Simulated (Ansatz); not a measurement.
# Reading a saddle point

A first-order saddle point of SiH$_{2}$Cl$_{4}$O, singlet, PBE0-D4/def2-TZVP, with one imaginary mode of 392i cm⁻¹:

```
atom    x (Å)    y (Å)    z (Å)
 Si1  -0.1708   0.5398  -0.2876
 Cl2   1.4230  -1.2052  -1.1972
 Cl3  -1.4416   0.0602  -1.7911
 Cl4  -1.4861   1.5411   0.9910
 Cl5   1.2274   1.9597  -0.6120
  H6   0.7612  -1.3491   0.3381
  O7   0.1821  -0.6550   0.9552
  H8  -0.4950  -0.8915   1.6036
```

Ansatz 0.2.0; basis: def2-TZVPP and def2-QZVPP; cores frozen in the correlated methods. Extrapolation: Hartree–Fock as exp(−7.88 √X), correlation as X^−2.97.

(1) Which contacts change along the imaginary mode, and what lies on either side? (A judgement: the text doesn't fix the answer.)

(2) Which side is lower, and how far does the saddle lie above each? (An estimate is asked for; the value comes from the calculation.)

T1 diagnostic: at most 0.010.

Results:

(1) By the calculation: The step is SiCl₄ ([Cl][Si]([Cl])([Cl])[Cl]) + H₂O → SiHCl₃O ([OH][Si]([Cl])([Cl])[Cl]) + HCl, with the molecules in contact on both sides. Shortening one way: Si1–O7, Cl2–H6; lengthening the same way: Si1–Cl2, H6–O7.
```
   pair  one side (Å)  saddle (Å)  other side (Å)
 Si1–O7          3.50        1.76            1.63
 Cl2–H6          3.85        1.68            1.29
Si1–Cl2          2.01        2.53            4.44
  H6–O7          0.96        1.09            1.97
```

(2) By the calculation: The side with Si1–O7, Cl2–H6 short is lower by 0.227 eV; the saddle lies 1.326 eV above it and 1.099 eV above the other (CCSD(T) at an estimated basis limit (MP2 extrapolated from triple and quadruple zeta, plus CCSD(T) − MP2 in triple zeta); electronic energies).

The step is the kind of ligand exchange by which a precursor binds to a hydroxyl group, or is hydrolysed, in atomic layer deposition of oxides.

Labels in which every atom is bracketed show which atoms are joined, not bond orders.

For scale, one of the runs: CCSD(T)/def2-TZVPP, 269 basis functions, launched by `ansatz run in.yaml --threads 8 --pin off --events-out ev --progress --plain --max-ram 19148MiB`. Hardware: 8 CPU threads of an INTEL XEON PLATINUM 8581C, shared host. Wall time 67 s; peak host memory 6.3 GiB.
